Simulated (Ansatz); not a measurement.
CH5ClMoN2O (`C[O][Mo](=[NH])(=[NH])[Cl]`) from Hartree–Fock to CCSD(T)

```xyz
11

C    -0.782   -1.733    0.652
O    -0.150   -1.037   -0.391
Mo    0.700    0.613   -0.509
N     0.018    1.491   -1.820
N     0.436    1.465    0.965
Cl    2.955    0.438   -0.841
H    -1.859   -1.776    0.463
H    -0.605   -1.255    1.620
H    -0.390   -2.753    0.681
H    -0.432    2.265   -2.288
H     0.109    2.281    1.467
```

Total charge 0; spin multiplicity 1. Correlated methods include outer-core shells of Mo, which these sets cover unevenly. Mo takes the def2 core potential. The structure was optimised at the PBE0-D4/def2-TZVP level. It is one conformer, not always the lowest. Frozen core, restricted reference, Ansatz 0.2.0.

```json
{"basis": "def2-SVP", "HF (Eh)": "-751.25540", "MP2 corr.": "-1.26619"}
{"basis": "def2-TZVPP", "HF (Eh)": "-751.71554", "MP2 corr.": "-1.64701"}
{"basis": "def2-QZVPP", "HF (Eh)": "-751.74426", "MP2 corr.": "-1.77227"}
```

Q: Estimate the CCSD correlation energy and the (T) correction in each basis where they were run (hartree).

A: 
| basis | CCSD corr. | (T) |
| --- | --- | --- |
| def2-SVP | -1.22640 | -0.06286 |
